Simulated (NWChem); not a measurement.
Species: C2H5ClGe; SMILES [GeH3][C](Cl)=C

```xyz
9

C     -1.7973    -1.0021     0.0000
C     -0.5089    -0.6556     0.0000
Cl     0.7354    -1.8796     0.0000
Ge     0.1657     1.1765     0.0000
H     -2.5705    -0.2291     0.0000
H     -2.1172    -2.0485     0.0000
H     -1.0395     2.1322     0.0000
H      1.0259     1.3947    -1.2540
H      1.0259     1.3947     1.2540
```
Atoms are numbered in this order, from 1.

Structure relaxed at the PBE0/def2-SVP level.

Question: Give the principal values of the shielding tensors (ppm) of C1, C2, Cl3, Ge4 from Hartree-Fock/6-31G* (spherical d), GIAO (NWChem), with their diamagnetic and paramagnetic parts as GIAO splits them.

Answer: 
```json
[
 {"atom": "C1", "σ11": "-59.7", "σ22": "100.8", "σ33": "161.1", "isotropic": "67.4", "diamagnetic": "257.8", "paramagnetic": "-190.4"},
 {"atom": "C2", "σ11": "-53.0", "σ22": "88.1", "σ33": "149.3", "isotropic": "61.5", "diamagnetic": "255.0", "paramagnetic": "-193.5"},
 {"atom": "Cl3", "σ11": "632.9", "σ22": "771.3", "σ33": "1054.9", "isotropic": "819.7", "diamagnetic": "1145.7", "paramagnetic": "-326.0"},
 {"atom": "Ge4", "σ11": "1738.8", "σ22": "1778.6", "σ33": "1864.6", "isotropic": "1794.0", "diamagnetic": "2758.1", "paramagnetic": "-964.1"}
]
```
